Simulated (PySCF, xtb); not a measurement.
TeFBr, SMILES F[Te]Br.

Harmonic wavenumbers (cm⁻¹) from GFN2-xTB (xtb) at its own minimum, in rising order: 124, 283, 472.

Question: What does B3LYP-D3(BJ)/def2-TZVP (PySCF) give at its own minimum? (The exact figures need the calculation; the answer reports its results.)

Answer: 144, 260, 603. Paired by order, the mean absolute difference is 58 cm⁻¹ and the zero-point energies are 1.3 and 1.4 kcal/mol.
